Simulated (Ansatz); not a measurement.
Cartesian coordinates (Å):
```xyz
6

Zn     0.0331     0.0185    -0.0247
O      0.6152     1.5481     0.6861
H      1.1314     2.0693     0.0442
N     -0.7080    -1.6016    -0.4379
H     -0.0105    -2.3020    -0.7262
H     -1.3805    -1.5504    -1.2158
```
Charge 0, multiplicity 1.

These are Ansatz (a quantum-chemistry and plane-wave program) with frozen-core CCSD(T)/def2-TZVPP // PBE-D3(BJ)/def2-SVP values and carry that method's errors.

The HF energy comes out as -1908.93531 Ha and the MP2 correlation energy is -1.31255 Ha.

Question: Estimate the CCSD correlation energy, the (T) correction, the total energy and the T1 diagnostic.

Answer: 
CCSD correlation energy: -1.23404 Ha
(T) correction: -0.03588 Ha
CCSD(T) total energy: -1910.20523 Ha
T1 diagnostic: 0.016
